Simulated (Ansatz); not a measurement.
`[Cl][Hf]([Cl])([SeH])[SeH]`, charge 0, multiplicity 1.

Give a relaxed structure at PBE0-D4/def2-TZVP (the Gaussian-basis code of Ansatz). (An estimate is asked.)

The calculation gave: 
Z-matrix (Å, degrees):
```
Hf
Cl 1 2.322
Se 1 2.545 2 108.6
Cl 1 2.327 2 112.0 3 123.8
Se 1 2.552 2 110.7 3 -113.9
H 3 1.476 1 86.2 2 161.9
H 5 1.476 1 88.7 2 -70.2
```
